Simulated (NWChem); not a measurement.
Molecule: PbHOBr, singlet; SMILES [OH][Pb][Br]

```xyz
4

Pb     0.2196     0.6916     0.0000
Br    -0.0342    -1.9289     0.0000
O     -1.8456     1.0948     0.0000
H     -2.0444     2.0403     0.0000
```
Atoms are numbered in this order, from 1.

All runs: NWChem. Low-valent species are run as closed-shell singlets; no triplet was tried in these runs. All runs use the structure optimised with PBE0/def2-SVP. Not confirmed as a minimum by frequencies. def2 effective core potentials on Pb; no spin-orbit coupling. Ions are spin-unrestricted doublets at the neutral geometry; other ion states weren't tried.

What does the run give for PBE/def2-SVP? Quantities: vertical ionisation energy, ΔSCF (eV); −ε(HOMO) (eV).


| Item | Value |
|---|---|
| vertical ionisation energy, ΔSCF (eV) | 9.19 |
| −ε(HOMO) (eV) | 6.13 |
